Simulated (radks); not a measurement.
Values are calculated unless marked as measured or tabulated.
All-electron atom: the cadmium ion Cd14+ in [Ar] 3d10 4s2 4p4 (the NIST ground configuration). Code: a radial shooting solver on a logarithmic mesh with Libxc functionals. Model: Dirac Kohn-Sham, LDA (Slater exchange, Perdew-Wang correlation), spin-unpolarised, spherical densities, point nucleus; open shells fill j = l - 1/2 first.

Spin-orbit splittings of the eigenvalues, e(l+1/2) - e(l-1/2), with zeta = 2 splitting/(2l+1) and mean radii in bohr:

[
 {"shell": "2p", "occ.": "6", "splitting (eV)": "192.3", "zeta (eV)": "128.2", "<r> j=l-1/2": "0.1112", "<r> j=l+1/2": "0.1164"},
 {"shell": "3p", "occ.": "6", "splitting (eV)": "34.92", "zeta (eV)": "23.28", "<r> j=l-1/2": "0.3471", "<r> j=l+1/2": "0.3579"},
 {"shell": "3d", "occ.": "10", "splitting (eV)": "7.183", "zeta (eV)": "2.873", "<r> j=l-1/2": "0.3283", "<r> j=l+1/2": "0.3317"},
 {"shell": "4p", "occ.": "4", "splitting (eV)": "8.173", "zeta (eV)": "5.448", "<r> j=l-1/2": "0.8204", "<r> j=l+1/2": "0.8387"}
]
